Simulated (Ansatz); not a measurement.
Species: ZnCl2, charge 0, multiplicity 3. The spin state was set by rule; other spins were not relaxed. 
Geometry from a B3LYP-D3(BJ)/def2-TZVP (Ansatz, a program for electronic structure) optimisation:
```
Zn
Cl 1 2.3824
Cl 1 2.3824 2 69.72
```
Charge 0, spin multiplicity 3.

Basis-set convergence of Hartree-Fock and MP2 correlation energies (hartree) with Ansatz. Cores are frozen in the correlated levels unless marked. Open shells are spin-unrestricted. Spin-orbit coupling is left out. The frozen core is the preceding noble-gas configuration, with the filled d and f shells of earlier blocks. No relativistic terms.

| basis | functions | E(HF) | E(corr, MP2) |
|---|---|---|---|
| def2-SVPD | 88 | -2696.28953 | -0.57323 |
| def2-TZVPPD | 169 | (withheld) | (withheld) |

**Question.** What belongs in the gaps?

**Answer.** 
- def2-TZVPPD, E(HF): -2696.82617
- def2-TZVPPD, E(corr, MP2): -0.85207
